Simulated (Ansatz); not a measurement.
Calculated with Ansatz (gas phase, PBE0-D4/def2-TZVP geometries, no zero-point term in ΔE). CBS: MP2 limit from def2 TZ/QZ plus the TZ coupled-cluster correction, frozen cores. Functionals use def2-TZVPP. Elements past krypton have def2 core potentials. For Sb outer-core shells are correlated without core-valence functions, which leaves a few kJ/mol of doubt a bond. One conformer a species, not always the lowest.

Reaction (formal exchange of groups at the Sb–O bond): `C=[N][SbH][OH]` + `CC(O)(F)F` → `C=[N][SbH2]` + `OCC(O)(F)F`

| species | PBE0 energy (Eh) |
| --- | --- |
| `C=[N][SbH][OH]` | -410.60458 |
| `CC(O)(F)F` | -353.34541 |
| `C=[N][SbH2]` | -335.39442 |
| `OCC(O)(F)F` | -428.51350 |

(1) Work out ΔE.

Largest T1 diagnostic among the species: 0.015.

## Answers

(1) ΔE = (-335.39442) + (-428.51350) − (-410.60458) − (-353.34541) = 0.04207 Eh = +1.14 eV. CCSD(T)/CBS gives +1.28 eV.

From PBE to PBE0 (25 % exact exchange), in def2-TZVPP and without D4, ΔE moves by −0.05 eV. In def2-TZVPP, CCSD(T) changes the Hartree–Fock value by +0.08 eV (the triples alone add +0.02 eV) and MP2 by +0.19 eV.
